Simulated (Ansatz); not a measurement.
Two isomers of C2H8OSi2: A = `CC[Si]O[SiH3]`, B = `O[SiH2]/C=C/[SiH3]`.

Isolated molecules relaxed with PBE0-D4/def2-TZVP in Ansatz; ΔE leaves out vibrations. CCSD(T)/CBS adds triple-zeta CCSD(T) − MP2 to the extrapolated MP2 energy (def2 sets, frozen cores). Functionals use def2-TZVPP. One conformer a species, not always the lowest.

Q: Which is lower in electronic energy at CCSD(T)/CBS, and by how much? (Estimate.)

A: Computed: A, by 50.5 kJ/mol.

Q: Give E(B) − E(A) in kJ/mol with HF/def2-TZVPP, ωB97M-V, CCSD(T)/def2-TZVPP, LDA (SPW92), BLYP-D4, B2PLYP, CCSD(T)/def2-SVP. (Estimate.)

A: Computed: HF/def2-TZVPP 43.5, ωB97M-V 61.6, CCSD(T)/def2-TZVPP 52.0, LDA (SPW92) 59.5, BLYP-D4 55.4, B2PLYP 49.9, CCSD(T)/def2-SVP 56.5. None reverses the order clearly.

Q: Does the order hold for the free energy at 298.15 K (harmonic terms from PBE0-D4)? (An estimate is asked.)

A: Ansatz gave: Yes: G(B) − G(A) = +37.8 kJ/mol, for one conformer each. Modes under 60 cm⁻¹, often nearly free rotors, make the harmonic entropy too high.

Largest T1 diagnostic: 0.013.

The D4 term adds +5.6 kJ/mol with B3LYP and +3.1 kJ/mol with PBE0; it sums over pairs of atoms, weighted by their polarisabilities, and B3LYP, whose exchange is more repulsive, gets the larger term. At CCSD(T), def2-SVP lies +6.0 kJ/mol from the extrapolated value and def2-TZVPP +1.6 kJ/mol.

B3LYP here is the variant with VWN-RPA as its local correlation; programs differ in this.
